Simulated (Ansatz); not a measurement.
`Cl[CH]([GeH3])Br` + H₂ → `ClCBr` + GeH₄ at 400 K and 1 bar (hydrogenolysis of a C–Ge bond).

Program: Ansatz. Geometries: PBE0-D4/def2-TZVP. ΔE: electronic, gas phase. CBS: MP2 limit from def2 TZ/QZ plus the TZ coupled-cluster correction, frozen cores. This one scheme is used for every species. For Br, Ge outer-core shells are correlated without core-valence functions, which leaves a few kJ/mol of doubt a bond. Scalar relativity is left out up to krypton.

```tsv
species	CCSD(T)/CBS energy (Eh)	H − E (kJ/mol)	S (J/(mol·K))
`Cl[CH]([GeH3])Br`	-5149.64977	139.4	382.6
H₂	-1.17544	38.0	139.0
`ClCBr`	-3072.34323	93.8	303.9
GeH₄	-2078.49493	93.6	231.8
```

H − E and S are ideal-gas, rigid-rotor, harmonic terms from PBE0-D4/def2-TZVP, for one conformer and one mirror image of each species. The MP2-based limit puts H₂ 0.8 mEh under its directly extrapolated value; such offsets cancel only in part. 1 Eh = 2625.50 kJ/mol, R = 8.31446 J/(mol·K).

Task: By hand: ΔE, ΔH, ΔS and ΔG.

Result: ΔE = (-3072.34323) + (-2078.49493) − (-5149.64977) − (-1.17544) = -0.01295 Eh = -34.0 kJ/mol. Δ(H − E) = 93.8 + 93.6 − 139.4 − 38.0 = 10.0, so ΔH = -24.0 kJ/mol. ΔS = 303.9 + 231.8 − 382.6 − 139.0 = 14.1 J/(mol·K). ΔG = -24.0 − 400 × (14.1)/1000 = -29.6 kJ/mol.

Task: By hand: the equilibrium constant, and the temperature at which ΔG would vanish if ΔH and ΔS stayed fixed.

Result: log₁₀ K = −ΔG/(RT ln 10) = 3.9. ΔH and −TΔS have one sign here, so there is no such temperature.

The number of gas molecules stays the same, so ΔS is small and ΔH decides. A doubt of 5 kJ/mol in ΔE shifts log₁₀ K by 0.7 here. Other conformers and mirror images would add mixing entropy, several J/(mol·K) or more a flexible species. These are equilibria of isolated gas molecules and say nothing of rates. Largest T1 diagnostic: 0.012 (customary marks: 0.02 for closed shells, 0.045 for open ones).
